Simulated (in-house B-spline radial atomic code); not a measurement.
Results of a calculation; reference values are marked as such.
**Si in an electron gas of r_s = 1.65: phase shifts, screening and friction**

A nucleus sits in a uniform electron gas with a rigid positive background. The Kohn-Sham equations are solved self-consistently in the spin-unpolarised LDA (PW92), non-relativistic, on B-splines with outgoing waves at the boundary and partial waves to l = 8. The model has no lattice, no bands and no magnetic solution. Atomic units; δ_l are the phase shifts at the Fermi level, counted so that each bound state adds π, and good to about 0.0005.

The density parameter is r_s = 1.65 bohr.

```json
{"l": "0", "δ_l (rad)": "6.5334"}
{"l": "1", "δ_l (rad)": "4.0314"}
{"l": "2", "δ_l (rad)": "0.5295"}
{"l": "3", "δ_l (rad)": "0.0721"}
{"l": "4", "δ_l (rad)": "0.0163"}
{"l": "5", "δ_l (rad)": "0.0041"}
{"l": "6", "δ_l (rad)": "0.0011"}
{"l": "7", "δ_l (rad)": "0.0003"}
{"l": "8", "δ_l (rad)": "0.0001"}
```

Bound levels below the band bottom (hartree): s -64.44, s -4.423, p -2.856, s -0.0202.

(1) Check the Friedel sum rule, and say where the screening charge sits.

(2) Find the transport cross section and the electronic stopping of a 2 keV Si ion (mass 28.09 u).

## Answers

(1) k_F = (9π/4)^(1/3)/r_s = 1.16313. The rule is Z = (2/π) Σ (2l + 1) δ_l. The terms are s 4.159, p 7.699, d 1.685, f 0.321 and 0.135 beyond, in all 14.001 against Z = 14. Bound states hold 6 s, 6 p, 0 d electrons, so the scattering states carry 2.00 in all; where a term is smaller than its bound count, the bound level has drawn weight out of the band.

(2) σ_tr = (4π/k_F²) Σ (l + 1) sin²(δ_l − δ_(l+1)). The terms for l = 0 to 3 are 0.3563, 0.2486, 0.5851, 0.0124, all together 1.2032, so σ_tr = 9.289 × 1.2032 = 11.176 bohr². With n = 3/(4π r_s³) = 0.05314, the friction coefficient is Q = n k_F σ_tr = 0.6908. For v well below v_F = 1.163, dE/dx = Q v; with 24801 eV per u at v = 1, v = √(2000/(24801 × 28.09)) = 0.0536, so dE/dx = 0.03701 hartree/bohr = 19 eV/nm. The largest term couples the d and f waves.
